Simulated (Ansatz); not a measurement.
Compare A (`O[SiH2]C#[C][GeH3]`) with its isomer B (`[SiH3]C#C[O][GeH3]`).

Program: Ansatz. Geometries: PBE0-D4/def2-TZVP. ΔE: electronic, gas phase. CCSD(T)/CBS adds triple-zeta CCSD(T) − MP2 to the extrapolated MP2 energy (def2 sets, frozen cores). Functionals use def2-TZVPP. B3LYP here is the variant with VWN-RPA as its local correlation; programs differ in this. For Ge outer-core shells are correlated without core-valence functions, which leaves a few kJ/mol of doubt a bond. Scalar relativity is left out up to krypton. Each species was taken in one conformer, which may not be the lowest.

A:

```xyz
11

O    -1.5186    2.3617    1.3233
Si   -0.2252    2.1832    0.3274
C     0.0605    0.4254   -0.0851
C     0.2590   -0.7437   -0.3462
Ge    0.5635   -2.5736   -0.7674
H    -1.5386    1.8394    2.1263
H     1.0245    2.6944    0.9459
H    -0.5469    2.9414   -0.8998
H     1.8484   -3.0305   -0.0675
H     0.7069   -2.7067   -2.2874
H    -0.6336   -3.3911   -0.2693
```

B:

```xyz
11

Si   -0.542    2.602   -0.536
C    -0.298    0.985    0.220
C    -0.138   -0.096    0.746
O     0.026   -1.231    1.314
Ge    0.602   -2.634    0.290
H     0.257    2.710   -1.785
H    -0.113    3.681    0.392
H    -1.973    2.817   -0.877
H     1.965   -2.225   -0.273
H     0.669   -3.771    1.307
H    -0.455   -2.836   -0.798
```

Problem. Which isomer does CCSD(T)/CBS put lower? Give the gap. (Best estimate.)

Solution. Ansatz gave: A, by 163.1 kJ/mol.

Problem. Give E(B) − E(A) in kJ/mol with CCSD/def2-TZVPP, B2PLYP, PBE-D4, ωB97M-V, PBE0-D4, B3LYP, B3LYP-D4. (An estimate is asked.)

Solution. Ansatz gave: CCSD/def2-TZVPP 159.8, B2PLYP 149.5, PBE-D4 130.3, ωB97M-V 149.8, PBE0-D4 138.0, B3LYP 140.1, B3LYP-D4 140.1. None reverses the order clearly.

Largest T1 diagnostic: 0.013.

From PBE to PBE0 (25 % exact exchange), in def2-TZVPP and without D4, E(B) − E(A) moves by +7.7 kJ/mol. In def2-TZVPP, CCSD(T) changes the Hartree–Fock value by +8.0 kJ/mol (the triples alone add −1.3 kJ/mol) and MP2 by +13.0 kJ/mol.
